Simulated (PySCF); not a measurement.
**`C(C[SiH3])S`, C2H8SSi**

Geometry (Å), atoms numbered from 1 in this order:
```xyz
12

Si    1.8291    0.1615   -0.0202
C    -0.0141    0.1317   -0.4417
C    -0.8867   -0.4241    0.6728
S    -2.6563   -0.5625    0.2580
H     2.3233   -1.2253    0.2463
H     2.6095    0.7440   -1.1539
H     2.0698    0.9875    1.2041
H    -0.1574   -0.4588   -1.3621
H    -0.3227    1.1623   -0.6903
H    -0.5956   -1.4571    0.9220
H    -0.7789    0.1611    1.5996
H    -2.8709    0.7575    0.0694
```

Theory: GIAO B3LYP/3-21G magnetisability, rotational g tensor and spin-rotation constants, non-relativistic, gas phase in PySCF. Geometry: PBE0-D3(BJ)/def2-SVP.

(1) What are the magnetisability and the molar susceptibility?

(2) Split it along the inertial axes a, b, c into diamagnetic and paramagnetic parts about the centre of mass, with the quadrupole moment.

(3) And the rotational g tensor?

Answers

(1) Isotropic -1155 × 10⁻³⁰ J/T², or -69.6 × 10⁻⁶ cm³/mol; principal values -1257, -1124, -1085 × 10⁻³⁰ J/T², anisotropy 156 × 10⁻³⁰ J/T² (root of half the summed squared differences of the principal values). The susceptibility is in cgs units.

(2) 
| axis | χ (10⁻⁶ cm³/mol) | diamagnetic (10⁻⁶ cm³/mol) | paramagnetic (10⁻⁶ cm³/mol) | summed x² of all electrons (Å²) | quadrupole Θ (D Å) |
| --- | --- | --- | --- | --- | --- |
| a | -75.4 | -160.6 | 85.2 | 198.1 | -7.46 |
| b | -67.9 | -908.4 | 840.4 | 21.8 | +3.34 |
| c | -65.4 | -933.0 | 867.6 | 16.0 | +4.12 |

Anisotropies 2χaa − χbb − χcc = -17.5 and 2χbb − χaa − χcc = +4.9 × 10⁻⁶ cm³/mol. Θ is traceless in Buckingham's convention.

(3) 
```csv
axis,rotational constant (GHz),g,nuclear part,electronic part
a,20.9053,+0.0065,0.8432,-0.8367
b,1.4303,-0.0088,0.5559,-0.5647
c,1.3933,-0.0106,0.5573,-0.5679
```
Asymmetric top; isotopes 12C, 1H, 32S, 28Si; no vibrational averaging.
